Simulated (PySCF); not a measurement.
SMILES OB(O)c1ccc([Si](O)(O)O)cc1, GFN2-xTB optimised geometry.

```
22

Si    -2.01     2.41     0.00
O     -3.13     2.37    -1.17
O     -2.78     2.61     1.42
O     -1.05     3.71    -0.22
C     -0.99     0.82     0.00
C      0.30     0.77     0.52
C      1.04    -0.40     0.52
C      0.52    -1.59     0.00
C     -0.77    -1.54    -0.52
C     -1.51    -0.37    -0.52
B      1.37    -2.94     0.00
O      2.72    -2.94     0.00
O      0.78    -4.15     0.00
H     -2.87     2.55    -2.07
H     -3.57     2.12     1.59
H     -0.69     4.15     0.54
H      0.74     1.67     0.93
H      2.04    -0.39     0.94
H     -1.21    -2.43    -0.94
H     -2.50    -0.36    -0.94
H      3.13    -2.07    -0.01
H     -0.18    -4.15     0.01
```

Density from CAM-B3LYP/def2-SVP (PySCF) at that geometry.

Minimum of the electron density along straight lines between bonded atoms, close to the bond critical point (lines longer than 1.1 times the sum of covalent radii, or with two minima, are not listed):

| bond | length / Å | ρ at the minimum / e bohr⁻³ | ∇²ρ there / e bohr⁻⁵ | position (fraction from the first atom) |
|---|---|---|---|---|
| Si1–O2 | 1.628 | 0.131 | 1.08 | 0.41 |
| Si1–O3 | 1.628 | 0.131 | 1.08 | 0.41 |
| Si1–O4 | 1.626 | 0.131 | 1.09 | 0.41 |
| Si1–C5 | 1.893 | … | 0.34 | 0.38 |
| C5–C6 | 1.392 | 0.309 | -0.78 | 0.50 |
| C6–C7 | 1.382 | 0.317 | -0.83 | 0.50 |
| C7–C8 | 1.395 | 0.308 | -0.78 | 0.51 |
| C8–C9 | 1.395 | 0.308 | -0.78 | 0.49 |
| C5–C10 | 1.393 | 0.309 | -0.78 | 0.50 |
| C9–C10 | 1.382 | 0.317 | -0.83 | 0.50 |
| C8–B11 | 1.593 | 0.179 | -0.18 | 0.68 |
| B11–O12 | 1.353 | 0.207 | 1.12 | 0.33 |
| B11–O13 | 1.353 | 0.207 | 1.12 | 0.33 |
| O2–H14 | 0.952 | 0.354 | -2.52 | 0.82 |
| O3–H15 | 0.952 | 0.354 | -2.49 | 0.82 |
| O4–H16 | 0.952 | 0.353 | -2.52 | 0.82 |
| C6–H17 | 1.081 | 0.284 | -1.09 | 0.63 |
| C7–H18 | 1.083 | 0.281 | -1.06 | 0.63 |
| C9–H19 | 1.083 | 0.281 | -1.06 | 0.63 |
| C10–H20 | 1.081 | 0.285 | -1.10 | 0.63 |
| O12–H21 | 0.956 | 0.359 | -2.43 | 0.82 |
| O13–H22 | 0.956 | 0.359 | -2.44 | 0.82 |

**Question.** Fill in the missing entries.

**Answer.** 
- Si1–C5, ρ at the minimum / e bohr⁻³: 0.116
